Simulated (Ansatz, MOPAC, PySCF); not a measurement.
Pair of molecules: CH3F (SMILES CF) (first 5 atoms) with CHN (SMILES C#N); geometry from B3LYP-D3(BJ)/def2-TZVP, rigid monomers moved along the line of their centres of mass till F2···H8 is 2.34 Å.
(charge 0, multiplicity 1):
```xyz
8

C     -0.0832     0.4859    -0.5054
F     -0.1548    -0.6706     0.2818
H      0.8397     0.4488    -1.0823
H     -0.9494     0.5029    -1.1653
H     -0.0876     1.3538     0.1537
C     -0.2780    -0.1826     3.6323
N     -0.3098     0.2118     4.7085
H     -0.2476    -0.5370     2.6211
```

Monomers are frozen at their geometry in the pair; levels with a basis set take the counterpoise correction. Rows marked so take none.

Rows in 6-31G*, STO-3G carry no dispersion term and start afresh at each structure (6-31G* with six Cartesian d functions). The state that PM3 reach isn't checked.

The values were computed with Ansatz (a quantum-chemistry and plane-wave program) with Gaussian orbitals; MOPAC for PM3 (differences of heats of formation); PySCF for 6-31G* rows, STO-3G rows, the dispersion terms. Values without a source in brackets are computed.

Question: One of these levels gives -78.5 meV for the interaction energy. Which?
A) PBE0-D3(BJ)/def2-TZVPPD
B) B3LYP/6-31G* (no counterpoise)
C) PM3
D) HF/STO-3G (no counterpoise)

Answer: D, HF/STO-3G (no counterpoise). The others give -49.8 (PM3), -216.3 (B3LYP/6-31G* (no counterpoise)), -145.9 (PBE0-D3(BJ)/def2-TZVPPD)
